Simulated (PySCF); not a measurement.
# ECD: `InChI=1S/C6H5ClF2/c7-4-1-5(8)6(9)2-3(4)6/h1,3,5H,2H2/t3-,5+,6+/m0/s1`

Molfile (atoms numbered from 1):
```
C6H5ClF2
     RDKit          3D

 14 15  0  0  0  0  0  0  0  0999 V2000
    0.9528   -1.6341    1.3248 F   0  0  0  0  0  0  0  0  0  0  0  0
    0.4501   -1.2846    0.0876 C   0  0  2  0  0  0  0  0  0  0  0  0
    1.3661   -0.3141   -0.6144 C   0  0  0  0  0  0  0  0  0  0  0  0
    0.7373    0.8231   -0.9032 C   0  0  0  0  0  0  0  0  0  0  0  0
    1.3950    2.1680   -1.7197 Cl  0  0  0  0  0  0  0  0  0  0  0  0
   -0.6722    0.8313   -0.4350 C   0  0  2  0  0  0  0  0  0  0  0  0
   -0.8508    0.7134    1.0648 C   0  0  0  0  0  0  0  0  0  0  0  0
   -0.8547   -0.5136    0.2175 C   0  0  2  0  0  0  0  0  0  0  0  0
   -1.9979   -1.2323    0.0697 F   0  0  0  0  0  0  0  0  0  0  0  0
    0.3153   -2.2256   -0.4603 H   0  0  0  0  0  0  0  0  0  0  0  0
    2.3942   -0.5548   -0.8075 H   0  0  0  0  0  0  0  0  0  0  0  0
   -1.4315    1.3157   -1.0268 H   0  0  0  0  0  0  0  0  0  0  0  0
   -0.0039    0.8780    1.7127 H   0  0  0  0  0  0  0  0  0  0  0  0
   -1.8006    1.0292    1.4678 H   0  0  0  0  0  0  0  0  0  0  0  0
  1  2  1  0
  2  3  1  0
  3  4  2  0
  4  5  1  0
  4  6  1  0
  6  7  1  0
  7  8  1  0
  8  9  1  6
  8  2  1  0
  8  6  1  0
  2 10  1  6
  3 11  1  0
  6 12  1  6
  7 13  1  0
  7 14  1  0
M  END
```

Theory: PySCF 2.14.0, TDDFT PBE0/def2-SVPD circular dichroism and optical rotation, one conformer, gas phase. Geometry: GFN2-xTB.

States above about 7.5 eV (minus the energy of the highest occupied orbital) lie near or above the ionisation threshold and depend on the basis.

**Question.** Assign R or S to each stereocentre.

**Answer.** C2 R, C6 R, C8 R.

**Question.** List the lowest 12 singlet excitations with oscillator and rotatory strengths.

**Answer.** Rotatory strengths R in 10⁻⁴⁰ esu² cm², velocity form and length form (origin at the centre of mass); f in length form.
| state | E (eV) | λ (nm) | f | R (velocity) | R (length) | main |
| --- | --- | --- | --- | --- | --- | --- |
| 1 | 5.71 | 217 | 0.087 | -17.3 | -20.6 | HOMO→LUMO 0.89 |
| 2 | 6.54 | 190 | 0.057 | +56.2 | +57.3 | HOMO−1→LUMO 0.85 |
| 3 | 6.63 | 187 | 0.003 | -0.8 | -1.2 | HOMO→LUMO+1 0.92 |
| 4 | 7.08 | 175 | 0.050 | -45.8 | -46.5 | HOMO−3→LUMO 0.51, HOMO−2→LUMO 0.38 |
| 5 | 7.14 | 174 | 0.010 | +20.1 | +18.8 | HOMO→LUMO+2 0.92 |
| 6 | 7.28 | 170 | 0.059 | +54.8 | +54.6 | HOMO−2→LUMO 0.52, HOMO−3→LUMO 0.41 |
| 7 | 7.65 | 162 | 0.009 | -11.2 | -11.1 | HOMO→LUMO+4 0.43, HOMO→LUMO+3 0.26 |
| 8 | 7.72 | 161 | 0.023 | -12.2 | -11.4 | HOMO→LUMO+3 0.66, HOMO−4→LUMO 0.12 |
| 9 | 7.75 | 160 | 0.008 | -3.4 | -4.6 | HOMO−4→LUMO 0.68, HOMO→LUMO+4 0.22 |
| 10 | 7.85 | 158 | 0.004 | -5.6 | -5.1 | HOMO→LUMO+5 0.56, HOMO→LUMO+6 0.19 |
| 11 | 7.96 | 156 | 0.003 | -1.4 | -1.2 | HOMO→LUMO+6 0.52, HOMO→LUMO+5 0.30 |
| 12 | 8.02 | 155 | 0.032 | -11.3 | -10.8 | HOMO−1→LUMO+1 0.71, HOMO→LUMO+6 0.13 |

Among the states computed, the strongest CD band (largest |R|) is state 2. The largest dissymmetry factor in size, g = 4R/(D+G), with D and G the electric and magnetic dipole strengths, is +0.02 for state 5 (velocity form, f = 0.011), among bands with |R| over 0.5. The mirror image has the same energies and oscillator strengths and all R with the opposite sign.
